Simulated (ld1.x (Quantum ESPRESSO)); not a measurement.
**Configuration tests for lead (Pb) (TM)**

ld1.x (Quantum ESPRESSO) 7.5 input, shortened:

```
&input
   title='Pb', zed=82., rel=1, dft='PBE', iswitch=3,
   config='[Xe] 4f14 5d10 6s2 6p1'
 /
 &inputp
   pseudotype=2, tm=.true., lloc=1,
   nlcc=.true., new_core_ps=.true., rcore=0.80
 /
3
6S  1  0   2.00   0.00  1.60  1.60  0.0
5D  3  2  10.00   0.00  1.45  1.45  0.0
6P  2  1   1.00   0.00  1.85  1.85  0.0
 &test
   configts(1)='5d10 6s2 6p1'
 /
```

Energies are relative to the spin-unpolarised reference configuration 5d10 6s2 6p1; without spin polarisation the order of configurations can differ from experiment.

Problem. Give the all-electron excitation energy and the error of the potential for: 5d10 6s2 6p2; 5d10 6s2 6p0; 5d10 6s1 6p0; 5d10 6s1 6p2; 5d10 6s0 6p4; 5d9 6s2 6p2; 5d9 6s2 6p3.

Solution.

| valence configuration | charge | ΔE all-electron (eV) | error AE − PS (meV) |
| --- | --- | --- | --- |
| 5d10 6s2 6p2 | 0 | -6.575 | +4.6 |
| 5d10 6s2 6p0 | +2 | 13.445 | -9.0 |
| 5d10 6s1 6p0 | +3 | 45.854 | -43 |
| 5d10 6s1 6p2 | +1 | 9.527 | -4.0 |
| 5d10 6s0 6p4 | 0 | 11.259 | -14 |
| 5d9 6s2 6p2 | +1 | 20.587 | -151 |
| 5d9 6s2 6p3 | 0 | 12.750 | -175 |

Levels in the configuration 5d10 6s1 6p2:

| level | all-electron (eV) | pseudo (eV) |
| --- | --- | --- |
| 5d | -30.577 | -30.591 |
| 6s | -20.378 | -20.377 |
| 6p | -10.697 | -10.692 |

Note: ghost state, extra bound levels that the all-electron valence spectrum of the same l lacks: s at -174.9 eV. A true bound ghost makes a file unfit for plane-wave use.
